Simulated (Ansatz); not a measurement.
C2H4ClGaO, SMILES `O/C(Cl)=[CH]/[GaH2]`, 9 atoms. Total charge 0; spin multiplicity 1. Correlated methods include outer-core shells of Ga, which these sets cover unevenly. Scalar relativity is left out up to krypton. All runs use 4 threads of a server CPU on a shared host. Correlated methods freeze the cores.

Task: How many basis functions does each run have, and how long does it take in Ansatz? RKS PBE0-D4/def2-QZVPP energy; RKS ωB97M-V/def2-QZVPP energy; RHF-CCSD(T)/def2-TZVPP energy; RHF-CCSD(T)/def2-SVP energy; RKS ωB97X-V/def2-TZVPP energy; RKS PBE0-D4/def2-SVP energy; RHF-MP2/def2-QZVPP energy; RKS r2SCAN0-D4/def2-TZVPP energy; RKS SPW92 (LDA)/def2-TZVPP energy; direct RPA on PBE orbitals/def2-TZVPP energy; RKS ωB97M-V/def2-SVP energy; RKS PBE0-D4/def2-TZVP relaxation (34 steps). (Estimate.)

Result: Ansatz gave: Other jobs shared the machine, so times are rough.

```json
{"level": "RKS PBE0-D4/def2-SVP", "job": "energy", "functions": "112", "wall time": "1.6 s", "peak host memory (GiB)": "0.25"}
{"level": "RKS SPW92 (LDA)/def2-TZVPP", "job": "energy", "functions": "239", "wall time": "1.7 s", "peak host memory (GiB)": "0.32"}
{"level": "RKS ωB97M-V/def2-SVP", "job": "energy", "functions": "112", "wall time": "6.5 s", "peak host memory (GiB)": "0.37"}
{"level": "direct RPA on PBE orbitals/def2-TZVPP", "job": "energy", "functions": "239", "wall time": "7 s", "peak host memory (GiB)": "0.61"}
{"level": "RKS r2SCAN0-D4/def2-TZVPP", "job": "energy", "functions": "239", "wall time": "7.5 s", "peak host memory (GiB)": "0.71"}
{"level": "RHF-CCSD(T)/def2-SVP", "job": "energy", "functions": "112", "wall time": "9.5 s", "peak host memory (GiB)": "0.54"}
{"level": "RKS ωB97X-V/def2-TZVPP", "job": "energy", "functions": "239", "wall time": "11 s", "peak host memory (GiB)": "0.83"}
{"level": "RKS PBE0-D4/def2-QZVPP", "job": "energy", "functions": "450", "wall time": "13 s", "peak host memory (GiB)": "1.8"}
{"level": "RKS ωB97M-V/def2-QZVPP", "job": "energy", "functions": "450", "wall time": "27 s", "peak host memory (GiB)": "2.1"}
{"level": "RHF-MP2/def2-QZVPP", "job": "energy", "functions": "450", "wall time": "34 s", "peak host memory (GiB)": "2.6"}
{"level": "RKS PBE0-D4/def2-TZVP", "job": "relaxation (34 steps)", "functions": "202", "wall time": "2.8 min", "peak host memory (GiB)": "0.62"}
{"level": "RHF-CCSD(T)/def2-TZVPP", "job": "energy", "functions": "239", "wall time": "3.9 min", "peak host memory (GiB)": "4.6"}
```
